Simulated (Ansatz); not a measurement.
Geometry optimisation, RKS PBE-D4/def2-SVP (Ansatz 0.2.0).

The input (input.yaml):

```yaml
crystal:
  periodic: [false, false, false]
  atoms:
    - { symbol: Ge, position_ang: [0.0, 0.0, 0.0] }
    - { symbol: F, position_ang: [0.0, 0.0, 2.03] }
    - { symbol: Cl, position_ang: [2.0935, 0.0, -0.7393] }
    - { symbol: F, position_ang: [-0.7913, 1.3709, -0.5594] }
    - { symbol: F, position_ang: [-0.7913, -1.3709, -0.5594] }
    - { symbol: S, position_ang: [1.3373, 2.0168, 0.8041] }
    - { symbol: H, position_ang: [2.4142, 1.5819, 1.5858] }
    - { symbol: H, position_ang: [0.6616, 0.9977, 1.926] }
basis:
  gaussian: { orbitals: def2-SVP }
hamiltonian:
  xc: pbe
  dispersion: d4
relax:
  f_tol: 0.15
  max_steps: 25
  restrain:
    - { distance: [0, 5], at: 3.45, k: 30.0 }
    - { distance: [7, 1], at: 2.12, k: 30.0 }
    - { distance: [0, 1], at: 1.68, k: 30.0 }
    - { distance: [7, 5], at: 1.4, k: 30.0 }
```

Command:

```bash
$ ansatz run input.yaml --threads 4 --pin off --max-ram 5120MiB --backend cpu --events-out ev --progress --plain --runs-dir out
```

Q: Where does it end, and by what steps?

A: It converged. The restraints hold the end off the free minimum; the threshold counts their pulls, which the force column leaves out. Restrained pairs: Ge1–S6 (2.55 → 3.45 Å), F2–H8 (1.20 → 2.13 Å), Ge1–F2 (2.03 → 1.71 Å), S6–H8 (1.66 → 1.38 Å). After 7 steps the energy has fallen by 2.944 eV (the restraints' own energy left out); S6 moved furthest, 0.79 Å.

```json
{"step": "0", "energy less start (eV)": "0.0000", "largest force component (eV/Å)": "4.325", "accepted": "yes"}
{"step": "1", "energy less start (eV)": "-0.8757", "largest force component (eV/Å)": "4.289", "accepted": "yes"}
{"step": "2", "energy less start (eV)": "-1.5538", "largest force component (eV/Å)": "4.945", "accepted": "yes"}
{"step": "3", "energy less start (eV)": "-2.1837", "largest force component (eV/Å)": "3.584", "accepted": "yes"}
{"step": "4", "energy less start (eV)": "-2.8212", "largest force component (eV/Å)": "1.252", "accepted": "yes"}
{"step": "5", "energy less start (eV)": "-2.9194", "largest force component (eV/Å)": "1.078", "accepted": "yes"}
{"step": "6", "energy less start (eV)": "-2.9407", "largest force component (eV/Å)": "1.036", "accepted": "yes"}
{"step": "7", "energy less start (eV)": "-2.9435", "largest force component (eV/Å)": "0.970", "accepted": "yes"}
```

```xyz
8
Properties=species:S:1:pos:R:3
Ge -0.024 -0.202 -0.105
F -0.049 -0.256 1.603
Cl 1.912 -0.448 -0.949
F -0.884 1.192 -0.653
F -0.986 -1.555 -0.597
S 1.515 2.492 1.405
H 2.650 1.763 1.600
H 0.790 1.609 2.184
```

Time of the run: 13 s on 4 threads of Arm Neoverse V2 (shared host), peak memory 0.19 GiB.
